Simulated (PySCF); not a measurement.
HISSe, SMILES S[Se]I. Atoms are numbered in the order given.

```xyz
4

Se    -0.7334    -0.1896     1.0069
I      1.1515     0.5380    -0.5599
S     -2.1557    -1.2252    -0.2718
H     -1.6050    -2.4629    -0.2102
```
Charge 0, spin multiplicity 1.

The structure is a stationary point at PBE0-D3(BJ)/def2-SVP. The def2 effective core potentials stand for the cores of I; spin–orbit coupling is left out. The values are those of a single conformer.

All values below come from B3LYP/def2-TZVPD run with PySCF.

The molecule is in vacuum.

```json
{
  "total_energy": "-3098.24682 hartree",
  "highest_occupied_level": "-6.63 eV",
  "lowest_empty_level": "-3.16 eV",
  "orbital_gap": "3.46 eV",
  "dipole_moment": "1.13 D",
  "quadrupole, principal values (traceless, Buckingham form, about the centre of nuclear charge)": "-4.23, -0.14, 4.37 D·Å",
  "mean_static_polarisability": "92.6 bohr³ (13.71 Å³)",
  "polarisability_principal_values": "67.6, 79.7, 130.4 bohr³"
}
```
